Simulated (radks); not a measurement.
The numbers below are computed, except where a source is named.
Q: Valence configurations of Ho IV (all share [Xe]). Level of theory: scalar-relativistic Kohn-Sham, PBE, spin-polarised, spherical densities, finite nucleus; open shells are filled with parallel spins first (spin-orbit coupling, left out, can overturn this in heavy ions); Fermi nuclear charge, rms radius 5.2022 fm (a radial shooting solver on a logarithmic mesh with Libxc functionals). Order these by energy: 4f9.5 5d0.5; 4f9 5d1; 4f8 5d2; 4f8 6s2; 4f8 5d1 6s1; 4f9 5d0.5 6p0.5; 4f10; 4f9 6p1.

A: From the lowest, in eV above it: 4f10 0.000; 4f9.5 5d0.5 4.574; 4f9 5d1 10.226; 4f9 5d0.5 6p0.5 14.659; 4f9 6p1 19.341; 4f8 5d2 25.101; 4f8 5d1 6s1 29.244; 4f8 6s2 35.280. NIST lists [Xe] 4f10 as the ground configuration; this level of theory agrees among the configurations tried. The energies are those of spherical high-spin densities, not of single terms.
